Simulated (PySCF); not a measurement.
## La²⁺: excitation energy

La²⁺ [Xe] 5d1 (2D) → La²⁺ [Xe] 4f1 (2F), as a difference of total energies. Computed with PySCF 2.14 in cc-pVDZ-X2C, with scalar relativity by spin-free X2C-1e. Correlated levels: valence: [Kr] 4d10 frozen. The calculations carry no spin-orbit coupling.

```csv
method,excitation energy (cm⁻¹)
UHF,15659
MP2 (valence),13532
SCS-MP2 (valence),13893
CCSD (valence),13905
CCSD(T) (valence),13768
```

The basis was made for the ground configuration and has no added diffuse functions, so the excitation energy can come out too high.
